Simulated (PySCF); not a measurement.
**How methods differ on the excitation energy of Br²⁺**

Br²⁺ [Ar] 3d10 4s2 4p3 (4S) → Br²⁺ [Ar] 3d10 4s1 4p4 (4P), as a difference of total energies. Calculation: PySCF 2.14, in x2c-QZVPPall with one added diffuse shell each of s, p, d, f type (12s9p6d5f1g, 113 functions); the spin-free X2C one-electron Hamiltonian (Gaussian nucleus). Correlated levels: valence: [Ar] 3d10 frozen; valence and next inner shell: [Ne] frozen. The calculations carry no spin-orbit coupling.

| method | excitation energy (eV) |
| --- | --- |
| UHF | 13.165 |
| LDA | 13.524 |
| PBE | 13.388 |
| PBE0 | 13.382 |
| r2SCAN | 13.080 |
| B2PLYP | 13.342 |
| CAM-B3LYP | 13.571 |
| r2SCANh | 13.108 |
| MP2 (valence) | 13.119 |
| SCS-MP2 (valence) | 13.111 |
| MP2 (valence and next inner shell) | 13.387 |
| SCS-MP2 (valence and next inner shell) | 13.318 |

Problem. How much does correlation contribute at MP2 (valence and next inner shell)?

Solution. 13.387 − (13.165) = 0.222 eV, measured against UHF.

A first-order spin-orbit estimate (lowest level to lowest level, LS coupling) adds -0.200 eV.
